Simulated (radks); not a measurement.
Task: Coulomb parameter of the 3d shell of the cobalt ion Co3+ in the model configuration [Ar] 3d5 4p1, as a second difference U = [E(n + 1) + E(n - 1) - 2 E(n)] / (1)^2 with all orbitals relaxed. "Bare": the charge of the atom changes with n. "Screened": the 4p shell takes up the change at fixed total charge, which measures U(3d,3d) + U(4p,4p) - 2 U(3d,4p). All-electron calculation, scalar-relativistic Kohn-Sham, PBE, spin-unpolarised, spherical densities, finite nucleus; Fermi nuclear charge, rms radius 3.7875 fm. Program: a radial shooting solver on a logarithmic mesh with Libxc functionals. Estimate both.

Result: U(bare) = 20.548 eV, U(screened by 4p) = 6.410 eV, against the Slater integral F0(3d,3d) = 28.128 eV with frozen orbitals.
